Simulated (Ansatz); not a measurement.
Relaxation of CH$_{3}$SSb (6 atoms, charge 0, multiplicity 1), to a largest force component of 0.015 eV/Å in at most 40 steps.

Method: RKS PBE0-D4/def2-SVP (Ansatz).

```xyz
6
Properties=species:S:1:pos:R:3:forces:R:3
S -0.574 -1.754 -1.200 -0.10 -0.15 -0.27
C -0.062 -0.928 0.078 0.13 0.02 -0.49
Sb 0.973 0.970 0.007 0.19 -0.09 0.13
H -0.174 -1.369 1.064 -0.02 -0.15 0.67
H -0.098 1.530 -1.167 -0.14 0.17 -0.35
H -0.065 1.551 1.217 -0.05 0.22 0.32
```

**Question.** Where does it end, and by what steps?

**Answer.** The run converged. After 6 steps the energy has fallen by 0.038 eV; S1 moved furthest, 0.15 Å.

```tsv
step	energy less start (eV)	largest force component (eV/Å)	accepted
0	0.0000	0.666	yes
1	0.0712	0.999	no
2	-0.0284	0.429	yes
3	-0.0367	0.137	yes
4	-0.0369	0.196	yes
5	-0.0381	0.020	yes
6	-0.0382	0.010	yes
```

```xyz
6
Properties=species:S:1:pos:R:3
S -0.473 -1.857 -1.226
C -0.088 -0.959 0.055
Sb 0.938 0.958 -0.024
H -0.266 -1.341 1.076
H -0.154 1.597 -1.173
H 0.043 1.602 1.293
```

Time of the run: 27 s on 1 CPU thread of a shared host.
